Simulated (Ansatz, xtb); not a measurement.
**C6H2F2O: 6 structures ranked**

6 gas-phase structures of C6H2F2O, from a drawn sample of its isomers (lower ones may exist). Each was relaxed with GFN2-xTB; where two conformers were screened, the lower at r2SCAN-D4/def2-SVP is listed:

A. `C#CC(=C=O)/C(F)=C/F`, a singlet
B. `C#C[C@]1(F)C=C(F)C1=O`, a singlet
C. `C#CC#CC(=O)C(F)F`, a singlet
D. `C#CC#CC(F)(F)C=O`, a singlet
E. `C#CC(=C=O)/C(F)=C\F`, a singlet
F. `O=CC#CC#CC(F)F`, a singlet

Task: Which do you expect lowest at r2SCAN-D4/def2-SVP, and how would the others follow?

Result: Calculated order at r2SCAN-D4/def2-SVP: E (0.0), A (1.5), B (13.6), C (24.9), F (34.1), D (54.1) kJ/mol. Less than 1 kcal/mol parts E and A, so the order within that pair means little. CCSD(T)/def2-SVP + ΔMP2/def2-TZVPP after further relaxation puts A lowest instead.

Energies above the lowest of each column, in kJ/mol; the last columns are at B3LYP-D3(BJ)/def2-SVP geometries (a dash: not run or not comparable):

```json
{"structure": "E", "GFN2-xTB": "0.0", "HF/STO-3G": "46.9", "r2SCAN-D4/def2-SVP": "0.0", "B3LYP-D3(BJ)/def2-SVP": "0.0", "CCSD(T)/def2-SVP + ΔMP2/def2-TZVPP": "6.7"}
{"structure": "A", "GFN2-xTB": "4.9", "HF/STO-3G": "49.5", "r2SCAN-D4/def2-SVP": "1.5", "B3LYP-D3(BJ)/def2-SVP": "0.0", "CCSD(T)/def2-SVP + ΔMP2/def2-TZVPP": "0.0"}
{"structure": "B", "GFN2-xTB": "48.6", "HF/STO-3G": "0.0", "r2SCAN-D4/def2-SVP": "13.6", "B3LYP-D3(BJ)/def2-SVP": "23.3", "CCSD(T)/def2-SVP + ΔMP2/def2-TZVPP": "2.4"}
{"structure": "C", "GFN2-xTB": "59.8", "HF/STO-3G": "59.8", "r2SCAN-D4/def2-SVP": "24.9", "B3LYP-D3(BJ)/def2-SVP": "23.7", "CCSD(T)/def2-SVP + ΔMP2/def2-TZVPP": "12.4"}
{"structure": "F", "GFN2-xTB": "61.8", "HF/STO-3G": "56.7", "r2SCAN-D4/def2-SVP": "34.1", "B3LYP-D3(BJ)/def2-SVP": "33.0", "CCSD(T)/def2-SVP + ΔMP2/def2-TZVPP": "23.3"}
{"structure": "D", "GFN2-xTB": "103.5", "HF/STO-3G": "76.8", "r2SCAN-D4/def2-SVP": "54.1", "B3LYP-D3(BJ)/def2-SVP": "51.9", "CCSD(T)/def2-SVP + ΔMP2/def2-TZVPP": "–"}
```

CCSD(T)/def2-SVP + ΔMP2/def2-TZVPP puts A lowest of those it was run on, with B within 1 kcal/mol; GFN2-xTB picks E, r2SCAN-D4/def2-SVP picks E. CCSD(T)/def2-SVP + ΔMP2/def2-TZVPP orders those it was run on as A (0.0), B (2.4), E (6.7), C (12.4), F (23.3) kJ/mol. Less than 1 kcal/mol parts A and B, so the order within that pair means little. Flexible structures stand in one conformer each, not always the lowest. F keeps a small imaginary mode. Frequencies (GFN2-xTB) were run for A, B, C, E, F alone. The ΔMP2 step shifts differences by up to 16.3 kJ/mol, which makes them less sure. ΔMP2 is the change of the MP2 energy from the smaller to the larger basis.

Over these structures GFN2-xTB departs from r2SCAN-D4/def2-SVP by 15.6 kJ/mol on average once a common shift is removed. A GFN2-xTB relaxation took about 0.084 s and the r2SCAN-D4/def2-SVP energy about 1.7 s on a shared host (Ansatz 0.2.0, xtb 6.7.1).
